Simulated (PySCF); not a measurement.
**Te (tellurium, neutral): TPSS calculation**

Configuration: [Kr] 4d10 5s2 5p3 5d1, high-spin 5D determinant (an excited configuration). Calculation: PySCF 2.14, in aug-cc-pVDZ-PP with ECP28MDF; a scalar-relativistic core potential.

* Total energy: -267.5987 hartree
* One-electron energy: -464.7529 hartree
* Hartree (Coulomb) energy: 217.7499 hartree
* Exchange-correlation energy: -20.5957 hartree
* ⟨S²⟩: 6.0008
* ⟨L²⟩: 6.002
* Sum of ⟨r⟩: 31.98 bohr
* Sum of ⟨r²⟩: 65.06 bohr²
* Traceless quadrupole moment −½Σ⟨3z² − r²⟩ along its main axis: 4.54 e·bohr²

```json
{"shell": "4s α", "electrons": "1", "mean orbital energy (hartree)": "-6.18119", "spread (hartree)": "0", "rms radius, mean of both spins (bohr)": "0.820"}
{"shell": "4s β", "electrons": "1", "mean orbital energy (hartree)": "-6.17245", "spread (hartree)": "0", "rms radius, mean of both spins (bohr)": "0.820"}
{"shell": "4p α", "electrons": "3", "mean orbital energy (hartree)": "-4.34339", "spread (hartree)": "0.00362", "rms radius, mean of both spins (bohr)": "0.883"}
{"shell": "4p β", "electrons": "3", "mean orbital energy (hartree)": "-4.33493", "spread (hartree)": "0.00440", "rms radius, mean of both spins (bohr)": "0.883"}
{"shell": "4d α", "electrons": "5", "mean orbital energy (hartree)": "-1.60543", "spread (hartree)": "0.00481", "rms radius, mean of both spins (bohr)": "1.05"}
{"shell": "4d β", "electrons": "5", "mean orbital energy (hartree)": "-1.59169", "spread (hartree)": "0.00613", "rms radius, mean of both spins (bohr)": "1.05"}
{"shell": "5s α", "electrons": "1", "mean orbital energy (hartree)": "-0.65411", "spread (hartree)": "0", "rms radius, mean of both spins (bohr)": "2.19"}
{"shell": "5s β", "electrons": "1", "mean orbital energy (hartree)": "-0.55946", "spread (hartree)": "0", "rms radius, mean of both spins (bohr)": "2.19"}
{"shell": "5p α", "electrons": "3", "mean orbital energy (hartree)": "-0.30147", "spread (hartree)": "0.00775", "rms radius, mean of both spins (bohr)": "2.74"}
{"shell": "5d α", "electrons": "1", "mean orbital energy (hartree)": "0.04664", "spread (hartree)": "0", "rms radius, mean of both spins (bohr)": "3.99"}
```

Energies and moments cover only the electrons outside the core potential. The outer electron is Rydberg-like, and this basis confines it to a smaller radius and binds it less than a complete one would. At TPSS the highest occupied level has a positive energy, so only the finite basis holds that electron; for this excited configuration the basis is too tight for the outer shell.
